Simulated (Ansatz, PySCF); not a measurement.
Potential energy surface of H3N (cation, charge +1), doublet: umbrella (inversion) coordinate, bond length relaxed. Scanned: angle between the N-H bonds and the threefold axis (90 = planar). Other coordinates (N-H bond length) were minimised at PBE0/def2-TZVP.

Methods: UKS-PBE/cc-pVTZ = Ansatz (a first-principles code) with unrestricted PBE/cc-pVTZ; B3LYP = PySCF 2.14.0 with unrestricted B3LYP/cc-pVTZ; CCSD(T) on UHF/cc-pVTZ, 1 core orbital frozen (PySCF).

Energies relative to the lowest point of each profile, in kJ/mol; the last columns give the difference from CCSD(T):

```json
[
 {"a / °": "90", "UKS-PBE/cc-pVTZ": "0.0", "B3LYP": "0.0", "CCSD(T)": "0.0", "UKS-PBE/cc-pVTZ − CCSD(T)": "0.0", "B3LYP − CCSD(T)": "0.0"},
 {"a / °": "93", "UKS-PBE/cc-pVTZ": "0.9", "B3LYP": "1.0", "CCSD(T)": "0.9", "UKS-PBE/cc-pVTZ − CCSD(T)": "0.0", "B3LYP − CCSD(T)": "0.0"},
 {"a / °": "96", "UKS-PBE/cc-pVTZ": "3.8", "B3LYP": "4.0", "CCSD(T)": "3.9", "UKS-PBE/cc-pVTZ − CCSD(T)": "-0.1", "B3LYP − CCSD(T)": "0.1"},
 {"a / °": "99", "UKS-PBE/cc-pVTZ": "8.8", "B3LYP": "9.2", "CCSD(T)": "9.1", "UKS-PBE/cc-pVTZ − CCSD(T)": "-0.2", "B3LYP − CCSD(T)": "0.2"},
 {"a / °": "102", "UKS-PBE/cc-pVTZ": "16.5", "B3LYP": "17.2", "CCSD(T)": "16.9", "UKS-PBE/cc-pVTZ − CCSD(T)": "-0.5", "B3LYP − CCSD(T)": "0.3"},
 {"a / °": "105", "UKS-PBE/cc-pVTZ": "27.1", "B3LYP": "28.3", "CCSD(T)": "28.0", "UKS-PBE/cc-pVTZ − CCSD(T)": "-0.8", "B3LYP − CCSD(T)": "0.4"},
 {"a / °": "108", "UKS-PBE/cc-pVTZ": "41.4", "B3LYP": "43.2", "CCSD(T)": "42.7", "UKS-PBE/cc-pVTZ − CCSD(T)": "-1.4", "B3LYP − CCSD(T)": "0.5"},
 {"a / °": "111", "UKS-PBE/cc-pVTZ": "59.8", "B3LYP": "62.5", "CCSD(T)": "61.9", "UKS-PBE/cc-pVTZ − CCSD(T)": "-2.1", "B3LYP − CCSD(T)": "0.6"},
 {"a / °": "114", "UKS-PBE/cc-pVTZ": "83.1", "B3LYP": "86.7", "CCSD(T)": "86.0", "UKS-PBE/cc-pVTZ − CCSD(T)": "-2.9", "B3LYP − CCSD(T)": "0.7"},
 {"a / °": "117", "UKS-PBE/cc-pVTZ": "111.7", "B3LYP": "116.6", "CCSD(T)": "115.7", "UKS-PBE/cc-pVTZ − CCSD(T)": "-4.0", "B3LYP − CCSD(T)": "0.9"},
 {"a / °": "120", "UKS-PBE/cc-pVTZ": "146.3", "B3LYP": "152.7", "CCSD(T)": "151.6", "UKS-PBE/cc-pVTZ − CCSD(T)": "-5.3", "B3LYP − CCSD(T)": "1.1"},
 {"a / °": "123", "UKS-PBE/cc-pVTZ": "187.5", "B3LYP": "195.6", "CCSD(T)": "194.2", "UKS-PBE/cc-pVTZ − CCSD(T)": "-6.7", "B3LYP − CCSD(T)": "1.4"},
 {"a / °": "126", "UKS-PBE/cc-pVTZ": "236.0", "B3LYP": "246.1", "CCSD(T)": "244.3", "UKS-PBE/cc-pVTZ − CCSD(T)": "-8.3", "B3LYP − CCSD(T)": "1.8"},
 {"a / °": "129", "UKS-PBE/cc-pVTZ": "292.6", "B3LYP": "305.0", "CCSD(T)": "302.7", "UKS-PBE/cc-pVTZ − CCSD(T)": "-10.1", "B3LYP − CCSD(T)": "2.3"},
 {"a / °": "132", "UKS-PBE/cc-pVTZ": "358.0", "B3LYP": "373.0", "CCSD(T)": "370.1", "UKS-PBE/cc-pVTZ − CCSD(T)": "-12.1", "B3LYP − CCSD(T)": "2.9"}
]
```

UKS-PBE/cc-pVTZ is furthest from CCSD(T) at 132 (-12.1 kJ/mol, below); its mean absolute difference over the points is 3.6 kJ/mol.

B3LYP is furthest from CCSD(T) at 132 (2.9 kJ/mol, above); its mean absolute difference over the points is 0.9 kJ/mol.
